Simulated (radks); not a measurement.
Charge is removed step by step from the 3s down level of V2+, starting from [Ne] 3s(up 1, down 1) 3p6 3d3. Calculated with a radial shooting solver on a logarithmic mesh with Libxc functionals: scalar-relativistic Kohn-Sham, BLYP, spin-polarised, spherical densities, finite nucleus; open shells are filled with parallel spins first; Fermi nuclear charge, rms radius 3.6002 fm.

removed (e)  E - E(0) (eV)  eigenvalue (eV)  E minus straight line (eV)
0                    0.000          -84.679                       0.000
0.25                21.674          -88.762                      -1.595
0.5                 44.388          -93.000                      -2.150
0.75                68.179          -97.369                      -1.628
1                   93.076          -101.85                       0.000

Removing the whole electron costs 93.076 eV by Delta-SCF, against 84.679 eV from minus the eigenvalue at the starting occupation. Slater's transition state (half an electron removed) gives 93.000 eV. Integrating minus the eigenvalue over the occupation (Janak's theorem) gives 93.088 eV. In this scalar-relativistic scheme the density is built from large components alone, so the theorem holds only approximately. The mean slope of the eigenvalue, de/dn, is 17.2 eV per electron.
